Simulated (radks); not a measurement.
Task: All-electron atom: Zn III in [Ar] 3d9 4p1 (not the ground configuration). All-electron calculation, Dirac Kohn-Sham, BP86, spin-unpolarised, spherical densities, point nucleus; open shells fill j = l - 1/2 first. Program: a radial shooting solver on a logarithmic mesh with Libxc functionals.

Spin-orbit splittings of the eigenvalues, e(l+1/2) - e(l-1/2), with zeta = 2 splitting/(2l+1) and mean radii in bohr:

shell  occ.  splitting (eV)  zeta (eV)  <r> j=l-1/2  <r> j=l+1/2
2p        6           23.88      15.92       0.1959       0.1993
3p        6           3.114      2.076       0.6998       0.7101
3d        9          0.3923     0.1569       0.8259       0.8311
4p        1               ?          ?        2.516        2.543

Estimate the 4p splitting.

Result: 0.2247 eV (zeta = 0.1498 eV).
